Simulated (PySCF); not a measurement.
## Identify the compound

Molecular formula: C₃H₉OPSi₃. Simulated spectra:

1H NMR (400 MHz, computed): δ 4.90 (m, 1H), 4.22 (s, 3H), 3.66 (m, 3H), 1.19 (m, 2H).

13C{1H} NMR (computed): δ 223.6, 114.4, 111.3.

[PySCF: geometry from GFN2-xTB; σ from GIAO-PBE0/pcSseg-1; in vacuum; no relativistic terms; equivalent nuclei averaged; one computed conformer]

Shifts are taken against calculated references (same method and geometry level): 1H and 13C against TMS.

Q: What is the structure?

A: 
1. 3 carbon signals for 3 carbons: no two carbons are equivalent.
2. Carbon types of the structure: 3 × C, leaving 9 H on heteroatoms.
3. δC 223.6: carbonyl carbon.
4. δC 114.4, 111.3: alkyne carbon.
5. δH 4.90: hydrogen on a silicon bonded to C, P, Si.
6. δH 4.22: hydrogen on a silicon bonded to C.
7. δH 3.66: hydrogen on a silicon bonded to Si.
8. δH 1.19: hydrogen on a phosphorus bonded to Si.

These data were computed for SMILES C(=O)([SiH3])C#C[Si@H]([SiH3])P.

The data come from this structure; uniqueness wasn't tested.

Splittings by 31P in the carbon and heteronuclear signals aren't shown, as no couplings were computed. Shifts are as computed. Against solution values, carbons near 30 ppm lie about +3 ppm off and those near 130 ppm about +5 ppm. Of 1309 compounds with measured shifts, 239 miss one by over three times the rms of a fit or turn the order of signals round; such compounds aren't used in these exercises. No couplings were computed; multiplicities are counted from neighbouring protons, with m where these are inequivalent, close in shift, in a saturated or five-membered ring or joined by F or P, and br s for small geminal =CH2 splittings.
